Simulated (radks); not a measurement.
The numbers below are computed, except where a source is named.
Question: Numerical settings for neutral thulium, [Xe] 4f13 6s2. Level of theory: scalar-relativistic Kohn-Sham, LDA (Slater exchange, Perdew-Wang correlation), spin-polarised, spherical densities, finite nucleus; open shells are filled with parallel spins first (spin-orbit coupling, left out, can overturn this in heavy ions); Fermi nuclear charge, rms radius 5.2256 fm (a radial shooting solver on a logarithmic mesh with Libxc functionals). The defaults (mesh step 0.008 in ln r, mesh end at 40 bohr or more with all orbitals vanishing there, Anderson mixing 0.5 over 9 steps, residual threshold near 1e-9 with the energy settled to 1e-9 hartree or 1e-11 of itself, here a cap of 58 iterations) give E = -13557.5759 hartree and 4f at -2.946 eV in 28 iterations. Run on one thread of a shared host, so times are rough (Arm Neoverse V2): 0.48 s of CPU time, 0.48 s wall, 28 iterations on 2440 mesh points. One setting is changed at a time: mesh step in ln r 0.12; mesh step in ln r 0.2; mesh step in ln r 0.005; mesh end (bohr) 2; mesh end (bohr) 3; residual threshold 1e-13; residual threshold 0.001; mixing 1; linear mixing, mixing 1; linear mixing, mixing 0.2; mixing history 2; iteration cap 3. Which runs fail to converge, and which converge to a wrong energy?

Answer: Not converged within the cap: mesh step in ln r 0.12; mesh step in ln r 0.2; linear mixing, mixing 1; linear mixing, mixing 0.2; iteration cap 3. Settled on a wrong energy, with an occupied level pushed above zero by the early mesh end: mesh end (bohr) 2 (+18.7 hartree); mesh end (bohr) 3 (+2.95 hartree). Apart from these: no run marked as converged misses the energy by more than 1 mhartree.
